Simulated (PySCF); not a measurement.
The multiplicity is imposed and other spin states were not computed.

[Cd(Cl)(CH3)] (charge 0, multiplicity 1)

Method: TPSSh-D3(BJ)/def2-TZVP // r2SCAN-D4/def2-SVP run with PySCF.

| Item | Result |
|---|---|
| HOMO | -7.57 eV |
| dipole moment | 3.19 D |
| HOMO–LUMO gap | 6.37 eV |
| LUMO | -1.20 eV |
| charge on the central atom (Mulliken) | 0.67 e |
| total energy | -667.9101 Ha |
| cost | about 90 core-seconds (a rough figure) |

Bonds (Å): Cd1–Cl2 2.301, Cd1–C3 2.093, C3–H4 1.100, C3–H5 1.100, C3–H6 1.100. Angles (°): Cl2–Cd1–C3 180.0, Cd1–C3–H4 109.8, Cd1–C3–H5 109.8, Cd1–C3–H6 109.8, H4–C3–H5 109.1, H4–C3–H6 109.1, H5–C3–H6 109.1.
Charge 0, spin multiplicity 1.
